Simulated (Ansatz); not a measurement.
H$_{4}$NO$_{2}$STa, SMILES `[NH2][Ta]([OH])([OH])=[S]`. Total charge 0; spin multiplicity 1. Correlated methods include outer-core shells of Ta, which these sets cover unevenly. Ta takes the def2 core potential.

```json
{"atom": "N1", "x (Å)": "-1.321", "y (Å)": "0.401", "z (Å)": "-0.894"}
{"atom": "Ta2", "x (Å)": "0.259", "y (Å)": "0.055", "z (Å)": "0.228"}
{"atom": "O3", "x (Å)": "1.709", "y (Å)": "-0.484", "z (Å)": "-0.874"}
{"atom": "O4", "x (Å)": "-0.108", "y (Å)": "-1.391", "z (Å)": "1.404"}
{"atom": "S5", "x (Å)": "0.679", "y (Å)": "1.895", "z (Å)": "1.296"}
{"atom": "H6", "x (Å)": "-1.742", "y (Å)": "-0.286", "z (Å)": "-1.504"}
{"atom": "H7", "x (Å)": "-1.821", "y (Å)": "1.276", "z (Å)": "-0.943"}
{"atom": "H8", "x (Å)": "2.540", "y (Å)": "-0.051", "z (Å)": "-1.072"}
{"atom": "H9", "x (Å)": "-0.195", "y (Å)": "-1.416", "z (Å)": "2.358"}
```

Q: Give the diagnostics of a CCSD(T)/def2-TZVPP run (frozen core, the Gaussian-basis code of Ansatz). (An estimate is asked.)

A: The calculation gave: T1 = 0.0200, largest single amplitude 0.050, largest double 0.048, (T) share of the correlation energy 4.7 %, 12 CCSD cycles. The RHF solution is stable towards an unrestricted one. T1 lies over the customary mark of 0.02 for closed shells; compounds of d metals often pass it without a breakdown.
